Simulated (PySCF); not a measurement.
Geometry:
```json
{"atom": "C1", "x (Å)": "2.422", "y (Å)": "0.668", "z (Å)": "-0.293"}
{"atom": "O2", "x (Å)": "1.368", "y (Å)": "0.579", "z (Å)": "0.649"}
{"atom": "C3", "x (Å)": "0.372", "y (Å)": "-0.330", "z (Å)": "0.347"}
{"atom": "C4", "x (Å)": "0.685", "y (Å)": "-1.751", "z (Å)": "0.426"}
{"atom": "O5", "x (Å)": "0.007", "y (Å)": "-2.695", "z (Å)": "0.168"}
{"atom": "F6", "x (Å)": "1.956", "y (Å)": "-1.973", "z (Å)": "0.886"}
{"atom": "C7", "x (Å)": "-0.885", "y (Å)": "0.101", "z (Å)": "0.079"}
{"atom": "C8", "x (Å)": "-1.198", "y (Å)": "1.558", "z (Å)": "0.045"}
{"atom": "C9", "x (Å)": "-2.026", "y (Å)": "-0.826", "z (Å)": "-0.166"}
{"atom": "H10", "x (Å)": "3.087", "y (Å)": "1.442", "z (Å)": "0.086"}
{"atom": "H11", "x (Å)": "2.977", "y (Å)": "-0.268", "z (Å)": "-0.385"}
{"atom": "H12", "x (Å)": "2.042", "y (Å)": "0.962", "z (Å)": "-1.278"}
{"atom": "H13", "x (Å)": "-1.637", "y (Å)": "1.817", "z (Å)": "-0.918"}
{"atom": "H14", "x (Å)": "-1.933", "y (Å)": "1.790", "z (Å)": "0.815"}
{"atom": "H15", "x (Å)": "-0.309", "y (Å)": "2.156", "z (Å)": "0.217"}
{"atom": "H16", "x (Å)": "-1.851", "y (Å)": "-1.425", "z (Å)": "-1.059"}
{"atom": "H17", "x (Å)": "-2.950", "y (Å)": "-0.267", "z (Å)": "-0.286"}
{"atom": "H18", "x (Å)": "-2.135", "y (Å)": "-1.532", "z (Å)": "0.656"}
```

PySCF calculation with NMR shieldings at PBE0/pcSseg-1/GIAO and geometry from GFN2-xTB; relativity neglected, one conformer, in vacuum, one averaged value for each set of equivalent atoms.

δ = σ(ref) − σ, references computed at the same level: ¹³C (σ = 186.93 ppm) vs TMS.

Q: Do the ¹³C shifts follow the atomic charges (in e)? Tabulate both.

A: 
| atoms | hybridisation | δ (ppm) | σ para (ppm) | Hirshfeld | IAO | Mulliken | ESP-fitted |
| --- | --- | --- | --- | --- | --- | --- | --- |
| C7 | sp2 | 165.2 | -242 | +0.05 | +0.07 | -0.45 | +0.42 |
| C4 | sp2 | 163.3 | -228 | +0.22 | +0.57 | +0.60 | +0.69 |
| C3 | sp2 | 144.9 | -215 | +0.03 | +0.07 | +0.12 | -0.21 |
| C1 | sp3 | 60.9 | -119 | -0.04 | -0.21 | -0.02 | -0.19 |
| C9 | sp3 | 24.9 | -84 | -0.12 | -0.43 | -0.12 | -0.58 |
| C8 | sp3 | 24.5 | -86 | -0.12 | -0.43 | -0.14 | -0.57 |

Correlation coefficients of δ with charge over these carbons: Hirshfeld +0.88, IAO +0.89, Mulliken +0.29, ESP-fitted +0.87; with the paramagnetic shielding -1.00. With so few points, grouped by hybridisation, these coefficients are fragile. Charge is one influence among several: hybridisation and low-lying excitations act through the paramagnetic term.

Shifts are as computed. Against solution values, carbons near 30 ppm lie about +3 ppm off and those near 130 ppm about +5 ppm. Of 1211 compounds with measured shifts, 218 miss one by over three times the rms of a fit or turn the order of signals round; such compounds aren't used in these exercises.
